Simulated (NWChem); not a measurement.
System: AlH, singlet; SMILES [AlH]

Here is an NWChem input.

```
start job
memory heap 200 mb stack 900 mb global 1100 mb
geometry units angstroms noautosym nocenter noautoz
  Al     0.000000     0.000000     0.142274
  H      0.000000     0.000000    -1.524908
end
basis spherical
  * library aug-cc-pvdz
end
dft
  xc bhlyp
  iterations 150
end
tddft
  cis
  nroots 8
end
task tddft energy
```

Low-valent species are run as closed-shell singlets; no triplet was tried in these runs. Coordinates come from a PBE0/def2-SVP optimisation.

Vertical excitations in the gas phase.

Give the results of this calculation. (BHandHLYP/aug-cc-pVDZ, TDA.) Quantities: lowest excitation, singlet (eV); oscillator strength of that lowest state; lowest state with f > 0.02, singlet (eV); oscillator strength of that bright state; lowest triplet (eV); orbital gap (eV).


| Property | Result |
|---|---|
| lowest excitation, singlet (eV) | 3.05 |
| oscillator strength of that lowest state | 0.073 |
| lowest state with f > 0.02, singlet (eV) | 3.05 |
| oscillator strength of that bright state | 0.073 |
| lowest triplet (eV) | 1.75 |
| orbital gap (eV) | 5.55 |
